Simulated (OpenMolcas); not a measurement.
Computed levels of 3s2 3p3 in ions with 15 electrons, in cm-1 above 4S* 3/2.

| Property | Result |
| --- | --- |
| Program | OpenMolcas 26.06 |
| Method | CASSCF |
| Basis | ANO-R2 |
| Scalar Hamiltonian | X2C, finite nucleus |
| Spin-orbit coupling | RASSI with atomic mean-field integrals over the reference wave functions, term energies averaged over their components |

Active space for each ion: 5 electrons in 4 orbitals (3s 3p).

| Level | S+ | Ar3+ |
| --- | --- | --- |
| 2D* 3/2 | 19178 | 25938 |
| 2D* 5/2 | 19211 | 26088 |
| 2P* 1/2 | 26213 | 36301 |
| 2P* 3/2 | 26236 | 36447 |

Task: Estimate 2D* 3/2, 2D* 5/2 for Cl2+ from its neighbours S+ and Ar3+.

Result: 2D* 3/2 is another term, which grows about linearly with the charge: (19178 + 25938) / 2 = 22558. The calculation gives 22694, so the estimate is off by -0.6 %; the measured value is 18053 (Moore, Atomic Energy Levels, vol. I, NSRDS-NBS 35 (1971 reprint of NBS Circular 467, 1949)).
2D* 5/2 is another term, which grows about linearly with the charge: (19211 + 26088) / 2 = 22650. The calculation gives 22769, so the estimate is off by -0.5 %; the measured value is 18120 (Moore, Atomic Energy Levels, vol. I, NSRDS-NBS 35 (1971 reprint of NBS Circular 467, 1949)).

Without dynamic correlation excited terms often stand tens of per cent too high (terms of higher spin than the ground term too low), and those without a measured partner can miss by more than the paired ones (holds for S+). Computed and measured levels are paired by configuration, term and J; levels that our copy of the source lacks, or whose pairing is in doubt (as where it misses far off the trend of its configuration), stay unpaired and out of the deviations. Levels of configurations outside the active space are missing.

* marks odd parity.
